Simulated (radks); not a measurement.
The numbers below are computed, except where a source is named.
Task: Valence configurations of neutral strontium (all share [Kr]). Level of theory: scalar-relativistic Kohn-Sham, SCAN, spin-unpolarised, spherical densities, finite nucleus; meta-GGA in the generalised Kohn-Sham scheme; Fermi nuclear charge, rms radius 4.224 fm (a radial shooting solver on a logarithmic mesh with Libxc functionals). Order these by energy: 4d0.5 5s1 5p0.5; 4d2; 5s1 5p1; 4d0.5 5s1.5; 4d1 5p1; 5s1.5 5p0.5; 5p2; 4d1 5s1; 5s2; 5s0.5 5p1.5.

Result: From the lowest, in eV above it: 5s2 0.000; 5s1.5 5p0.5 1.191; 4d0.5 5s1.5 1.296; 5s1 5p1 2.360; 4d0.5 5s1 5p0.5 2.396; 4d1 5s1 2.586; 5s0.5 5p1.5 3.517; 4d1 5p1 4.631; 5p2 4.685; 4d2 4.984. NIST lists [Kr] 5s2 as the ground configuration; this level of theory agrees among the configurations tried. The energies are those of spherical spin-averaged densities, not of single terms.
